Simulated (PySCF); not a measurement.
## Spinor energies of Au⁺ (gold, charge +1)

Start: [Xe] 4f14 5d10. Calculated with PySCF 2.14 in x2c-SVPall-2c with one added diffuse shell each of s, d type (8s9p10d2f, 99 functions): generalised Hartree-Fock with the X2C-1e Hamiltonian and a Gaussian nucleus; one run each with spin-orbit coupling (SO) switched off, then screened by Boettger's factors. This is a chosen level, not necessarily the ground level.

```tsv
spinor shell	electrons	ε, spin-free (eV)	ε, screened SO (eV)	weight of nominal j (screened SO)	rms radius, screened SO (bohr)
1s1/2	2	-81179.6	-81148.8	1.000	0.0191
2s1/2	2	-14482.0	-14472.4	1.000	0.0769
2p1/2	2	-12533.8	-13855.9	1.000	0.0651
2p3/2	4	-12533.8	-12014.5	1.000	0.0731
3s1/2	2	-3493.0	-3489.9	1.000	0.196
3p1/2	2	-2918.9	-3213.5	1.000	0.188
3p3/2	4	-2918.9	-2800.8	1.000	0.204
3d3/2	4	-2295.3	-2345.8	1.000	0.180
3d5/2	6	-2295.3	-2258.7	1.000	0.183
4s1/2	2	-801.30	-800.44	1.000	0.432
4p1/2	2	-609.82	-681.22	1.000	0.438
4p3/2	4	-609.82	-581.12	1.000	0.471
4d3/2	4	-374.72	-385.46	1.000	0.487
4d5/2	6	-374.72	-366.74	1.000	0.496
5s1/2	2	-135.94	-135.88	1.000	1.00
4f5/2	6	-111.69	-113.51	1.000	0.544
4f7/2	8	-111.69	-109.74	1.000	0.546
5p1/2	2	-83.044	-94.647	1.000	1.13
5p3/2	4	-83.044	-78.328	1.000	1.17
5d3/2	4	-20.951	-22.107	1.000	1.65
```

(1) Where does 5d5/2 lie, and what is the 5d spin-orbit splitting (screened SO)?

```json
{"quantity": "E (hartree)", "spin-free": "-18996.19889", "screened SO": "-19025.33010"}
{"quantity": "M_J", "spin-free": "0", "screened SO": "0"}
{"quantity": "⟨J²⟩", "spin-free": "0.000", "screened SO": "0.000"}
{"quantity": "⟨L²⟩", "spin-free": "0.000", "screened SO": "0.142"}
{"quantity": "⟨S²⟩", "spin-free": "0.000", "screened SO": "0.142"}
```

Breit and QED terms are absent; they matter most for the inner s and p1/2 levels.

Densities and radii are taken from the X2C orbitals without a picture-change correction, which distorts them close to the nucleus.

Without spin-orbit coupling the j labels of p, d and f shells carry no meaning; the spin-free column gives the mean over the occupied spinors of each nl shell.

Results:

(1) At -20.216 eV, 1.891 eV above 5d3/2.
